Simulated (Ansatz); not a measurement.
H3NOSi, SMILES `N[SiH]=O` (charge 0, multiplicity 1).

All values below come from Ansatz (a program for electronic structure) with B3LYP/cc-pVTZ // PBE0-D3(BJ)/def2-TZVP.

Ansatz 0.2 input:
```yaml
crystal:
  periodic: [false, false, false]
  atoms:
    - { symbol: N, position_ang: [-0.874678, -0.087397, -0.000029] }
    - { symbol: Si, position_ang: [0.784618, 0.140765, -0.014078] }
    - { symbol: O, position_ang: [1.519139, 1.436257, -0.291459] }
    - { symbol: H, position_ang: [-1.303832, -0.977375, 0.192109] }
    - { symbol: H, position_ang: [-1.533047, 0.65236, -0.182939] }
    - { symbol: H, position_ang: [1.4078, -1.164609, 0.296396] }
basis:
  gaussian: { orbitals: cc-pVTZ }
hamiltonian:
  xc: b3lyp
```

Output:

```
Functional definition: B3LYP
806 factors; their error is unknown
mean field evaluation 1: about -11453.6118 eV, gradient 8.8e1 eV
mean field evaluation 2: about -11387.8711 eV, gradient 1.8e2 eV
mean field evaluation 4: about -11466.4760 eV, gradient 1.5e1 eV
mean field evaluation 8: about -11466.8760 eV, gradient 1.5e-1 eV
mean field evaluation 16: about -11466.8939 eV, gradient 1.4e-5 eV
mean field -11466.89385132 eV, -421.4005764960 hartree, gradient 1.4e-5 eV, S^2 0.000000; 0 other end points of the search recorded, 0 dependent functions left out
reference -11466.89406100 eV, -421.4005842017 hartree; 16, 16 occupied and 120, 120 virtual orbitals, 806 factors
Total energy: -11466.89406100 eV, -421.4005842017 hartree
```
